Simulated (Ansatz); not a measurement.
**Relaxing a trial structure of CH2GaO−**

The starting geometry of this gas-phase singlet was optimised with GFN2-xTB.

```yaml
atoms:
  - { symbol: C, position_ang: [0.6175, 0.9843, 0.2772] }
  - { symbol: Ga, position_ang: [-0.0613, -0.5936, -0.6788] }
  - { symbol: O, position_ang: [-0.1503, -1.9801, -1.5544] }
  - { symbol: H, position_ang: [0.1523, 0.9029, 1.2877] }
  - { symbol: H, position_ang: [0.0717, 1.8346, -0.1965] }
```

Problem. Predict what it relaxes into with r2SCAN-D4/def2-SVPD.

Solution. It keeps its bonds.

The energy falls by 0.17 eV over 7 steps:

| step | E − E(last) (eV) |
| --- | --- |
| 1 | 0.175 |
| 2 | 0.053 |
| 3 | 0.011 |
| 4 | 0.004 |
| 5 | 0.003 |
| 6 | 0.000 |
| 7 | 0.000 |

Final geometry (Å):

```xyz
5

C     0.4854    0.9459    0.2592
Ga   -0.0079   -0.5746   -0.6733
O    -0.1625   -2.0072   -1.5675
H     0.1988    0.9082    1.3252
H     0.1161    1.8758   -0.2084
```

Frequencies at the end are all real (lowest 181 cm⁻¹). Run with Ansatz 0.2.0, 5.4 s on 2 threads of Intel(R) Xeon(R) 6975P-C (Granite Rapids), with other jobs on the host.
